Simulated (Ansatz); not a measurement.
Input for Ansatz (a first-principles code): R-PBE0/def2-TZVPP on H2S2 (SMILES SS), a point of a torsion scan.

Ansatz 0.2 input:
```yaml
crystal:
  periodic: [false, false, false]
  atoms:
    - {symbol: S, position_ang: [-0.96184721, 0.48816694, 0.41442206]}
    - {symbol: S, position_ang: [0.95687052, 0.44945521, -0.42313763]}
    - {symbol: H, position_ang: [-1.49992103, -0.44592364, -0.37079491]}
    - {symbol: H, position_ang: [0.61446565, -0.10691536, -1.58582523]}
basis:
  gaussian:
    orbitals: def2-TZVPP
hamiltonian:
  xc: {name: PBE0}
scf: {lower_state_search: off}
```

It printed:

```
WARN ansatz: RAYON_NUM_THREADS=2 ignored (pool sized by the plan → 2); use --threads N
Functional definition: PBE0
these checks for a lower state are left out or cut short: stability, starts, cluster_reference, orbital_swaps, neighbouring_geometries, increment
integrals: 0.03 GiB planned
748 factors; their error is unknown
mean field: 0.32 GiB planned
mean field evaluation 1: about -21695.8702 eV, gradient 1.1e1 eV
mean field evaluation 2: about -21696.0609 eV, gradient 8.0e0 eV
mean field evaluation 4: about -21696.1815 eV, gradient 5.5e-1 eV
mean field evaluation 8: about -21696.2016 eV, gradient 1.8e-2 eV
mean field -21696.20159311 eV, -797.3207023332 hartree, gradient 4.3e-6 eV, S^2 0.000000; 0 other end points of the search recorded, 0 dependent functions left out
reference -21696.20161302 eV, -797.3207030649 hartree; 17, 17 occupied and 95, 95 virtual orbitals, 748 factors
Total energy: -21696.20161302 eV, -797.3207030649 hartree
Checks for a lower state left out: stability, starts, cluster_reference, orbital_swaps, neighbouring_geometries, increment
```

The run converged.

Cost: about 1.3 core-seconds (a rough figure).
